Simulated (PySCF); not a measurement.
C4H5BO2, SMILES C#CB(O)C(C)=O.

Geometry optimised at r2SCAN-D4/def2-SVP. The structure was generated by enumeration, and PubChem lists no compound with its InChIKey, so it may never have been made. The values are those of a single conformer.

Calculation: PySCF with ωB97X/def2-TZVP.

The molecule is in vacuum.

Question: Estimate the frontier levels, gap, dipole moment and polarisability. (An estimate is asked for; the answer gives what the named calculation found.)

Answer: 
| Quantity | Value |
|---|---|
| highest occupied level | -9.31 eV |
| lowest empty level | 0.67 eV |
| orbital gap | 9.98 eV |
| dipole moment | 0.741 e·Å |
| quadrupole, principal values (traceless, Buckingham form, about the centre of nuclear charge) | -11.33, 1.19, 10.14 D·Å |
| mean static polarisability | 63.5 bohr³ (9.41 Å³) |
| polarisability, principal values | 52.5, 57.1, 81.0 bohr³ |
